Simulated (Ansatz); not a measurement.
A further run on the cluster GeCl3⁻.

```yaml
crystal:
  periodic: [false, false, false]
  atoms:
    - {symbol: Ge, position_ang: [0.691112, 0.511142, 0.082357]}
    - {symbol: Cl, position_ang: [0.749151, -1.650601, 0.937904]}
    - {symbol: Cl, position_ang: [-0.102651, -0.018604, -2.037820]}
    - {symbol: Cl, position_ang: [-1.337611, 1.158063, 1.017559]}
basis:
  gaussian: {orbitals: cc-pVTZ-DK}
total_charge: -1
hamiltonian: {xc: {name: CAM-B3LYP}, dispersion: d4}
scf: {omitted_lower_state_checks: [starts]}
output: {forces: true}
```

```sh
$ ansatz run in.yaml --threads 4 --pin off --events-out ev --progress --plain --max-ram 3916MiB
```

Shortened log:

```
Functional definition: CAM-B3LYP
1281 factors; their error is unknown
216 factors; integrals over basis functions are off by at most 1.9e-5 eV
mean field evaluation 1: about -94807.4735 eV, gradient 2.1e1 eV
mean field evaluation 2: about -94807.3608 eV, gradient 2.4e1 eV
mean field evaluation 4: about -94808.4668 eV, gradient 4.6e-1 eV
mean field evaluation 8: about -94808.8414 eV, gradient 4.2e-1 eV
mean field evaluation 16: about -94808.8415 eV, gradient 3.0e-5 eV
mean field -94808.84148245 eV, -3484.1606607393 hartree, gradient 3.0e-5 eV, S^2 0.000000; 0 other end points of the search recorded, 0 dependent functions left out
reference -94808.84159762 eV, -3484.1606649716 hartree; 42, 42 occupied and 103, 103 virtual orbitals, 1281 factors
Total energy: -94809.00211727 eV, -3484.1665639601 hartree
Relativity: scalar
Atom 0 at     0.691112     0.511142     0.082357 Å, force    -0.186559    -0.137668    -0.019175 eV/Å
Atom 1 at     0.749151    -1.650601     0.937904 Å, force     0.027887     0.098335    -0.026308 eV/Å
Atom 2 at    -0.102651    -0.018604    -2.037820 Å, force     0.056751     0.040223     0.075023 eV/Å
Atom 3 at    -1.337611     1.158063     1.017559 Å, force     0.101921    -0.000890    -0.029541 eV/Å
Dipole moment:     0.416885     0.308250     0.048980 e Å
Checks for a lower state left out: starts
```

Hardware: 4 threads of Arm Neoverse V2 on a shared host. Wall time 2.6 s.

DK, ANO-RCC and x2c sets are all-electron and run with scalar relativity unless a key says otherwise. The highest occupied level of an anion often lies above zero with these methods, and sets without diffuse functions describe the outer electron poorly.

The dipole of an ion depends on the origin.
